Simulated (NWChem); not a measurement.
System: SiH$_{4}$SO$_{2}$; SMILES O[SiH](O)S

Input file for NWChem:

```
start job
memory heap 200 mb stack 900 mb global 1100 mb
geometry units angstroms noautosym nocenter noautoz
  Si     0.046327    -0.482411    -0.325632
  O      1.279617    -1.395395     0.273428
  O     -1.378219    -1.107769     0.238446
  S      0.069190     1.566496     0.325633
  H      0.209815    -0.548581    -1.797374
  H      1.335694    -1.471037     1.231438
  H     -2.170739    -0.574133     0.129271
  H      1.066152     1.924139    -0.513013
end
basis spherical
  Si library def2-svp
  O library def2-svp
  S library def2-svp
  H library def2-svp
end
dft
  xc pbe0
  iterations 150
end
cosmo
  do_cosmo_smd true
  solvent toluene
end
task dft energy
```

Structure relaxed at the PBE0/def2-SVP level. Solvent: toluene.

Level: PBE0/def2-SVP with SMD (1 M gas to 1 M solution), gas-phase geometry. Reactions with the solvent are ignored.

**Question.** Give the results of this calculation. (PBE0/def2-SVP, SMD on the gas-phase geometry.) Quantities: solvation free energy (kcal/mol); cavity-dispersion-structure term (kcal/mol); dipole in solution (D).

**Answer.** 
```json
{
 "solvation free energy (kcal/mol)": "-5.3",
 "cavity-dispersion-structure term (kcal/mol)": "-2.3",
 "dipole in solution (D)": "0.83"
}
```
